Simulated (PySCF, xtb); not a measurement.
1-chlorocyclopenta-1,3-diene (C5H5Cl), SMILES ClC1=CC=CC1. One conformer was computed; it need not be the lowest.

Harmonic wavenumbers (cm⁻¹) from GFN2-xTB (xtb) at its own minimum, in rising order: 206, 275, 361, 442, 496, 722, 782, 834, 847, 867, 903, 1010, 1032, 1048, 1097, 1115, 1197, 1256, 1320, 1386, 1548, 1632, 2965, 2987, 3135, 3149, 3156.

What does PySCF with ωB97X-D3(BJ)/def2-SVP give at its own minimum? (An estimate is asked for; the answer gives what the named calculation found.)

219, 296, 367, 480, 521, 701, 821, 883, 902, 920, 973, 987, 1013, 1116, 1125, 1126, 1246, 1343, 1387, 1408, 1630, 1707, 3084, 3136, 3237, 3259, 3266. Paired by order, the mean absolute difference is 56 cm⁻¹ and the zero-point energies are 51.1 and 53.1 kcal/mol.
